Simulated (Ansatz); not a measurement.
C2H9FN2Si (`CN(C)[SiH](N)F`). The species carries charge 0 and has multiplicity 1.

| atom | x (Å) | y (Å) | z (Å) |
| --- | --- | --- | --- |
| C1 | -0.239 | 1.361 | -0.723 |
| N2 | 0.387 | 0.178 | -0.182 |
| C3 | 1.809 | 0.122 | -0.427 |
| Si4 | -0.399 | -0.814 | 0.957 |
| N5 | -1.997 | -1.072 | 0.456 |
| F6 | 0.515 | -2.131 | 1.046 |
| H7 | -1.309 | 1.358 | -0.512 |
| H8 | -0.109 | 1.406 | -1.812 |
| H9 | 0.192 | 2.281 | -0.303 |
| H10 | 2.015 | 0.129 | -1.505 |
| H11 | 2.235 | -0.791 | -0.012 |
| H12 | 2.334 | 0.981 | 0.014 |
| H13 | -0.488 | -0.330 | 2.357 |
| H14 | -2.227 | -1.379 | -0.475 |
| H15 | -2.718 | -1.297 | 1.121 |

Give the diagnostics of a CCSD(T)/def2-TZVPP run (frozen core, the Gaussian-basis code of Ansatz). (An estimate is asked.)

The calculation gave: T1 = 0.0105, largest single amplitude 0.013, largest double 0.014, (T) share of the correlation energy 3.5 %, 9 CCSD cycles. The RHF solution is stable towards an unrestricted one. T1 lies under the customary mark of 0.02 for closed shells.
